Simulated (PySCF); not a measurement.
How the method moves the HOMO and LUMO of `B[C@@H]1C[C@@H]1C`

Species: C4H9B.
Z-matrix (Å and degrees, PBE0-D3(BJ)/def2-SVP geometry), rows numbered from 1:
```
B 
C   1  1.5283
C   2  1.5482  1  113.74
C   3  1.4751  2   60.55  1  -116.82
C   4  1.5052  2  122.77  3  -111.52
H   1  1.2115  2  120.97  3    46.93
H   1  1.2110  2  120.77  3  -130.23
H   2  1.0945  1  118.10  3   136.42
H   3  1.0930  2  115.89  4  -111.11
H   3  1.0941  2  117.35  4   108.66
H   4  1.0960  2  112.08  3   107.30
H   5  1.0984  4  111.70  2    40.20
H   5  1.1012  4  111.19  2   -80.38
H   5  1.1016  4  110.32  2   160.03
```

Basis pcSseg-1 throughout (PySCF), one geometry. The structure is a single PBE0-D3(BJ)/def2-SVP conformer in the gas phase; no vibrational or solvent corrections.

Task: How do the orbital energies, the gap and the dipole change with the method?

Result: 
```json
{"method": "BLYP", "kind": "GGA", "HOMO (eV)": "-6.69", "LUMO (eV)": "-1.86", "gap (eV)": "4.84", "μ (D)": "1.47", "SCF cycles": "14"}
{"method": "OPBE", "kind": "GGA", "HOMO (eV)": "-6.78", "LUMO (eV)": "-1.83", "gap (eV)": "4.95", "μ (D)": "1.47", "SCF cycles": "13"}
{"method": "B97-D", "kind": "GGA", "HOMO (eV)": "-6.79", "LUMO (eV)": "-1.81", "gap (eV)": "4.98", "μ (D)": "1.44", "SCF cycles": "12"}
{"method": "PBE", "kind": "GGA", "HOMO (eV)": "-6.81", "LUMO (eV)": "-2.02", "gap (eV)": "4.79", "μ (D)": "1.50", "SCF cycles": "14"}
{"method": "KT2", "kind": "GGA", "HOMO (eV)": "-6.85", "LUMO (eV)": "-2.02", "gap (eV)": "4.83", "μ (D)": "1.46", "SCF cycles": "13"}
{"method": "KT3", "kind": "GGA", "HOMO (eV)": "-6.89", "LUMO (eV)": "-1.92", "gap (eV)": "4.97", "μ (D)": "1.42", "SCF cycles": "13"}
{"method": "LDA", "kind": "LDA", "HOMO (eV)": "-6.90", "LUMO (eV)": "-2.30", "gap (eV)": "4.60", "μ (D)": "1.54", "SCF cycles": "13"}
{"method": "BP86", "kind": "GGA", "HOMO (eV)": "-6.91", "LUMO (eV)": "-2.07", "gap (eV)": "4.84", "μ (D)": "1.49", "SCF cycles": "14"}
{"method": "B97-2", "kind": "global hybrid", "HOMO (eV)": "-7.83", "LUMO (eV)": "-1.01", "gap (eV)": "6.83", "μ (D)": "1.36", "SCF cycles": "12"}
{"method": "B3LYP", "kind": "global hybrid", "HOMO (eV)": "-7.88", "LUMO (eV)": "-1.25", "gap (eV)": "6.63", "μ (D)": "1.37", "SCF cycles": "12"}
{"method": "PBE0", "kind": "global hybrid", "HOMO (eV)": "-8.09", "LUMO (eV)": "-1.04", "gap (eV)": "7.05", "μ (D)": "1.37", "SCF cycles": "12"}
{"method": "mPW1PW91", "kind": "global hybrid", "HOMO (eV)": "-8.12", "LUMO (eV)": "-1.02", "gap (eV)": "7.10", "μ (D)": "1.35", "SCF cycles": "12"}
{"method": "BHandHLYP", "kind": "global hybrid", "HOMO (eV)": "-9.27", "LUMO (eV)": "0.01", "gap (eV)": "9.28", "μ (D)": "1.25", "SCF cycles": "12"}
{"method": "CAM-B3LYP", "kind": "range-separated hybrid", "HOMO (eV)": "-9.47", "LUMO (eV)": "0.06", "gap (eV)": "9.52", "μ (D)": "1.30", "SCF cycles": "12"}
{"method": "wB97X-D", "kind": "range-separated hybrid", "HOMO (eV)": "-9.96", "LUMO (eV)": "0.85", "gap (eV)": "10.81", "μ (D)": "1.29", "SCF cycles": "12"}
{"method": "LC-wPBE", "kind": "range-separated hybrid", "HOMO (eV)": "-10.84", "LUMO (eV)": "1.25", "gap (eV)": "12.09", "μ (D)": "1.25", "SCF cycles": "12"}
{"method": "HF", "kind": "Hartree–Fock", "HOMO (eV)": "-11.06", "LUMO (eV)": "2.52", "gap (eV)": "13.59", "μ (D)": "1.14", "SCF cycles": "10"}
```

The HOMO spans 4.37 eV, from BLYP down to HF, and the gap runs from 4.60 eV (LDA) to 13.59 eV (HF). Over the methods BLYP (0 %), OPBE (0 %), B97-D (0 %), PBE (0 %), KT2 (0 %), KT3 (0 %), LDA (0 %), BP86 (0 %), B97-2 (21 %), B3LYP (20 %), PBE0 (25 %), mPW1PW91 (25 %), BHandHLYP (50 %), HF (100 %), a straight line through the gap against the share of exact exchange rises by 0.88 eV for each 10 % (correlation coefficient 0.999). The dipole ranges from 1.14 D (HF) to 1.54 D (LDA). This basis has no diffuse functions.
